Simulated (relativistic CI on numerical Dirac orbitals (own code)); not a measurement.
## Crystal-field levels of Tc3+, 4d4

Calculated by Dirac-Coulomb-Breit CI, orbitals from a KLI potential per configuration, model QED (radiative potential, 1s self-energy scaled to tabulated hydrogen-like ionisation energies), valence Slater integrals scaled by 0.75, one configuration in a parametric crystal field (own radial code).

Field parameters in Wybourne normalisation: D3d B²₀ = −7Dσ, B⁴₀ = −14Dq − 21Dτ, B⁴₃ = −14√(10/7) Dq. The field is a parameter set, without covalency.

S is read from ⟨S²⟩ = S(S + 1).

Levels (cm⁻¹, degeneracy): 0 (1), 433 (2), 1042 (1), 1532 (1), 1642 (2), 1750 (2), 8984 (2), 9250 (1), 9916 (2), 14260 (1), 14261 (1), 14323 (2).

**Question.** Which field gives this pattern?
A. D3d, 10Dq = 32350, Dσ = 140, Dτ = 390 cm⁻¹
B. D3d, 10Dq = 27450, Dσ = 530, Dτ = 260 cm⁻¹
C. D3d, 10Dq = 44950, Dσ = -1060, Dτ = 50 cm⁻¹
D. D3d, 10Dq = 30000, Dσ = 1030, Dτ = -250 cm⁻¹

**Answer.** D. D3d, 10Dq = 30000, Dσ = 1030, Dτ = -250 cm⁻¹, ground level with S = 1.01.
